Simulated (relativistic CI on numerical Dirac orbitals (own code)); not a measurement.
## The 4f ions of charge 3+

These numbers are calculated, not measured: Dirac-Coulomb-Breit CI, orbitals from a KLI potential per configuration, QED by a radiative potential, valence Slater integrals scaled by 0.85 (own radial code, finite nucleus).

Each species is treated in one configuration, given outside its closed core, with all valence electrons in the open shell. Radial values are for the open shell of highest l, unscaled and averaged over j; ζ includes the Breit term. Labels give the leading LS character, summed over repeated terms.

| Ion | Configuration | Its lowest level | LS weight (%) | F² (cm⁻¹) | F⁴ (cm⁻¹) | g_J | g√(J(J+1)) | Next level | E (cm⁻¹) |
| --- | --- | --- | --- | --- | --- | --- | --- | --- | --- |
| Ce3+ | 4f | 2F°_5/2 | 100 |  |  | 0.856 | 2.53 | 2F°_7/2 | 2139.1 |
| Pr3+ | 4f2 | 3H_4 | 97 | 93640 | 58420 | 0.805 | 3.60 | 3H_5 | 2081.7 |
| Nd3+ | 4f3 | 4I°_9/2 | 97 | 97980 | 61180 | 0.731 | 3.64 | 4I°_11/2 | 1837.1 |
| Pm3+ | 4f4 | 5I_4 | 97 | 102000 | 63750 | 0.604 | 2.70 | 5I_5 | 1456.3 |
| Sm3+ | 4f5 | 6H°_5/2 | 96 | 105900 | 66190 | 0.296 | 0.88 | 6H°_7/2 | 1023.7 |
| Eu3+ | 4f6 | 7F_0 | 93 | 109600 | 68520 |  | 0.00 | 7F_1 | 389.09 |
| Gd3+ | 4f7 | 8S°_7/2 | 97 | 113100 | 70760 | 1.992 | 7.91 | 6P°_7/2 | 31710 |
| Tb3+ | 4f8 | 7F_6 | 95 | 116600 | 72920 | 1.492 | 9.67 | 7F_5 | 2052.6 |
| Dy3+ | 4f9 | 6H°_15/2 | 93 | 119900 | 75020 | 1.323 | 10.56 | 6H°_13/2 | 3487.7 |
| Ho3+ | 4f10 | 5I_8 | 93 | 123200 | 77060 | 1.240 | 10.52 | 5I_7 | 5061.8 |
| Er3+ | 4f11 | 4I°_15/2 | 97 | 126400 | 79060 | 1.195 | 9.54 | 4I°_13/2 | 6432.8 |
| Tm3+ | 4f12 | 3H_6 | 99 | 129500 | 81020 | 1.164 | 7.55 | 3F_4 | 5679.6 |
| Yb3+ | 4f13 | 2F°_7/2 | 100 |  |  | 1.142 | 4.53 | 2F°_5/2 | 10095 |

With one configuration, terms of near-neutral atoms and ions can be 10 to 25 % off, and close levels can change places.
